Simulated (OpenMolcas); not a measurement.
## Ga III: from CASSCF to CASPT2

| Property | Result |
| --- | --- |
| Program | OpenMolcas |
| Basis | ANO-RCC-VDZP [5s4p2d] |
| Scalar Hamiltonian | DKH2, point nucleus |
| Active space | 1 electron in 4 orbitals (4s 4p) |
| State averaging | 2S+1 = 2 even, 1 root; 2S+1 = 2 odd, 3 roots |
| Spin-orbit coupling | RASSI with atomic mean-field integrals over the reference wave functions, term energies averaged over their components |

Methods on the same reference wave functions:
A. CASSCF
B. SS-CASPT2, IPEA 0.25 Eh, imaginary shift 0.1 Eh (closed shells correlated: 3d)
C. XMS-CASPT2, IPEA 0.25 Eh, imaginary shift 0.1 Eh (closed shells correlated: 3d)

Energies in cm-1 above 4s 2S 1/2, the measured ground level; measured values from Shirai, Reader, Kramida and Sugar, J. Phys. Chem. Ref. Data 36, 509 (2007).

| Level | A | B | C | Measured |
| --- | --- | --- | --- | --- |
| 4s 2S 1/2 | 0.0 | 0.0 | 0.0 | 0.0 |
| 4p 2P* 1/2 | 63776 | 64316 | 64250 | 65169 |
| 4p 2P* 3/2 | 65463 | 66003 | 65937 | 66888 |

Deviations, from unrounded energies. A percentage is the sum of absolute deviations over the sum of measured energies, with the sign that they share, or ± where signs differ.

```csv
Against measurement,Levels,A,B,C
mean absolute deviation (cm-1),2,1400,870,930
other configurations (%),2,-2.1,-1.3,-1.4
```

B lies closest to measurement on these levels and A furthest from it. The largest miss of B in the table is 4p 2P* 3/2, by -880 cm-1. The ranking rests on the paired levels alone, and a cruder setting can come out closer through cancelling errors.

Between B and C the level of the table that moves most is 4p 2P* 3/2, by 66 cm-1 (lowest in C, highest in B).

The lowest spin-free term lies below A's lowest term by 0.190 hartree in B, 0.190 hartree in C.

With one active electron the reference holds no correlation, so core polarisation is missing (holds for A). With one active electron, CASPT2 adds the correlation within the correlated inactive shells and between them and that electron, and leaves the splitting within a term as the reference gives it (holds for B; C). Measured partners are found by configuration, term and J. A level has none where our copy of the source lacks it or the pairing is in doubt (some pairs that miss far off the trend of their configuration count as doubtful), and it then counts in no deviation. Levels of configurations outside the active space are missing.

* marks odd parity.
